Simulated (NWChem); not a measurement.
System: SiHOF, singlet; SMILES O[Si]F

```xyz
4

Si     0.6240     0.0017     0.0000
F     -0.4315    -1.2591     0.0000
O     -0.4337     1.2762     0.0000
H     -1.3841     1.0985     0.0000
```
Atoms are numbered in this order, from 1.

Program: NWChem. Pople sets run with spherical d functions. Low-valent species are run as closed-shell singlets; no triplet was tried in these runs. Structure relaxed at the PBE0/def2-SVP level. Total energies of different functionals are on different scales.

| level | energy (Ha) | highest occupied level (eV) | orbital gap (eV) | dipole (D) |
|---|---|---|---|---|
| B3LYP/6-31G* | -465.2210 | -7.46 | 5.88 | 1.02 |
| PBE/6-31G* | -464.8792 | -6.44 | 4.24 | 1.20 |
| TPSS/6-31G* | -465.2316 | -6.58 | 4.42 | 1.21 |
| TPSSh/6-31G* | -465.2072 | (withheld) | (withheld) | 1.15 |
| PW91/6-31G* | -465.1334 | -6.50 | 4.24 | 1.18 |
| LC-BLYP (range parameter 0.33 per bohr)/6-31G* | -464.7211 | -9.91 | 10.64 | 1.12 |
| BP86/6-31G* | -465.2254 | -6.55 | 4.27 | 1.20 |

Problem. Some entries are withheld; supply them.

Solution. 
- TPSSh/6-31G*, highest occupied level (eV): -7.06
- TPSSh/6-31G*, orbital gap (eV): 5.22
